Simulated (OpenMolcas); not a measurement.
V4+: moving the ligands

V4+ with 6 ligands (sulfide) in octahedral coordination (Oh) at 2.36 Å. A charge of +1.33 e stands 2.8 Å behind each ligand. Ligand basis ANO-RCC-VDZP.

```yaml
Program: OpenMolcas 26.06
Method: CASSCF
Basis: ANO-RCC-VTZP [6s5p3d2f1g]
Scalar_Hamiltonian: DKH2, point nucleus
Active_space: 1 electron in 5 orbitals (3d)
State_averaging: 2S+1 = 2 even, 5 roots
Spin-orbit_coupling: state interaction with AMFI integrals over the reference wave functions
```

Runs around this geometry, states (labels of O, the rotations of Oh). Energies in cm-1 above the lowest state or level, χT in cm3 K/mol; under a threefold ground state the first gap can be a small split of the lowest multiplet, not the spin-orbit step; 10Dq is the gap between the two states.

| R (Å) | Ground state | First state of that spin | 10Dq | First gap with spin-orbit (degeneracies) | χT at 300 K |
| --- | --- | --- | --- | --- | --- |
| 2.2 | 2T2 | 2E 13461 | 13461 | 295.9 (4, 2) | 0.386 |
| 2.36 | 2T2 | 2E 11257 | 11257 | 307.1 (4, 2) | 0.383 |
| 2.45 | 2T2 | 2E 10086 | 10086 | 310.7 (4, 2) | 0.383 |

Taking |10Dq| as R^-n, n = -ln(10086 / 13461) / ln(2.45 / 2.2) = 2.7 between the shortest and longest distance. The point-charge formula for a cubic d site gives n = 5.

An orbital triplet at a regular site is open to Jahn-Teller coupling, which can distort the site and quench the lowest spin-orbit gaps and is left out. The sulfide ions are held by bare point charges, a crude embedding. Ligand-to-metal charge-transfer states are missing. This ion would oxidise such ligands; the complex is a model and need not exist. With metal d orbitals alone and no dynamic correlation the field as a rule comes out too small, by tens of per cent, by up to half for chloride and softer ligands. The least metal-like active orbital is 67 % on the metal (Löwdin) and no ligand orbital is active, so the numbers are rough (holds for R = 2.2). The least metal-like active orbital is 73 % on the metal (Löwdin) and no ligand orbital is active, so the numbers are rough (holds for R = 2.36). The least metal-like active orbital is 75 % on the metal (Löwdin) and no ligand orbital is active, so the numbers are rough (holds for R = 2.45). No measured value stands beside these numbers; the geometry was imposed, not optimised, and the real ion may take another.
